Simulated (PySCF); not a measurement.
Ru²⁺ (ruthenium, charge +2): UHF calculation

Configuration: [Kr] 4d6, high-spin 5D determinant. All numbers are calculated (PySCF 2.14, scalar relativity by spin-free X2C-1e, in aug-cc-pVTZ-DK).

| Item | Value |
| --- | --- |
| Total energy | -4527.076571 hartree |
| One-electron energy | -6214.2453 hartree |
| Hartree (Coulomb) energy | 1819.3618 hartree |
| Exchange energy | -132.1930 hartree |
| ⟨S²⟩ | 6.0035 |
| ⟨L²⟩ | 6.032 |
| Sum of ⟨r⟩ | 25.99 bohr |
| Sum of ⟨r²⟩ | 30.61 bohr² |
| Traceless quadrupole moment −½Σ⟨3z² − r²⟩ along its main axis | 0.682 e·bohr² |
| Langevin diamagnetic susceptibility | -24.2 ×10⁻⁶ cm³/mol |

```json
{"shell": "1s β", "electrons": "1", "mean orbital energy (hartree)": "-817.76188", "spread (hartree)": "0", "rms radius, mean of both spins (bohr)": "0.0384"}
{"shell": "1s α", "electrons": "1", "mean orbital energy (hartree)": "-817.76092", "spread (hartree)": "0", "rms radius, mean of both spins (bohr)": "0.0384"}
{"shell": "2s α", "electrons": "1", "mean orbital energy (hartree)": "-121.17405", "spread (hartree)": "0", "rms radius, mean of both spins (bohr)": "0.158"}
{"shell": "2s β", "electrons": "1", "mean orbital energy (hartree)": "-121.13541", "spread (hartree)": "0", "rms radius, mean of both spins (bohr)": "0.158"}
{"shell": "2p α", "electrons": "3", "mean orbital energy (hartree)": "-108.40523", "spread (hartree)": "0.01075", "rms radius, mean of both spins (bohr)": "0.140"}
{"shell": "2p β", "electrons": "3", "mean orbital energy (hartree)": "-108.36708", "spread (hartree)": "0.00069", "rms radius, mean of both spins (bohr)": "0.140"}
{"shell": "3s α", "electrons": "1", "mean orbital energy (hartree)": "-23.22365", "spread (hartree)": "0", "rms radius, mean of both spins (bohr)": "0.428"}
{"shell": "3s β", "electrons": "1", "mean orbital energy (hartree)": "-23.20388", "spread (hartree)": "0", "rms radius, mean of both spins (bohr)": "0.428"}
{"shell": "3p α", "electrons": "3", "mean orbital energy (hartree)": "-18.90966", "spread (hartree)": "0.02146", "rms radius, mean of both spins (bohr)": "0.432"}
{"shell": "3p β", "electrons": "3", "mean orbital energy (hartree)": "-18.88506", "spread (hartree)": "0.01531", "rms radius, mean of both spins (bohr)": "0.432"}
{"shell": "3d α", "electrons": "5", "mean orbital energy (hartree)": "-11.96971", "spread (hartree)": "0.02551", "rms radius, mean of both spins (bohr)": "0.418"}
{"shell": "3d β", "electrons": "5", "mean orbital energy (hartree)": "-11.91310", "spread (hartree)": "0.03890", "rms radius, mean of both spins (bohr)": "0.418"}
{"shell": "4s α", "electrons": "1", "mean orbital energy (hartree)": "-4.30368", "spread (hartree)": "0", "rms radius, mean of both spins (bohr)": "1.09"}
{"shell": "4s β", "electrons": "1", "mean orbital energy (hartree)": "-4.06488", "spread (hartree)": "0", "rms radius, mean of both spins (bohr)": "1.09"}
{"shell": "4p α", "electrons": "3", "mean orbital energy (hartree)": "-3.03588", "spread (hartree)": "0.05454", "rms radius, mean of both spins (bohr)": "1.20"}
{"shell": "4p β", "electrons": "3", "mean orbital energy (hartree)": "-2.72548", "spread (hartree)": "0.04389", "rms radius, mean of both spins (bohr)": "1.20"}
{"shell": "4d α", "electrons": "5", "mean orbital energy (hartree)": "-1.17037", "spread (hartree)": "0.06603", "rms radius, mean of both spins (bohr)": "1.64"}
{"shell": "4d β", "electrons": "1", "mean orbital energy (hartree)": "-1.02837", "spread (hartree)": "0", "rms radius, mean of both spins (bohr)": "1.64"}
```

Densities and radii are taken from the X2C orbitals without a picture-change correction, which distorts them close to the nucleus.

Spin-orbit constants ζ (cm⁻¹) from the X2C one-electron operator on these orbitals: bare nucleus, nucleus screened by l(l+1)(2l+1)/3 electrons, and screened by the Breit-Pauli mean field of the electrons.

```
shell    bare  screened nucleus  mean field
   2p  710700            678400         n/a
   3p  122000            116400         n/a
   3d   17560             13570         n/a
   4p   17240             16460         n/a
   4d    1489              1150         n/a
```

To first order the Landé constant is A = -287.6 cm⁻¹, so the lowest level has J = 4 and lies 0.143 eV below the centre of the term. This holds in LS coupling only.
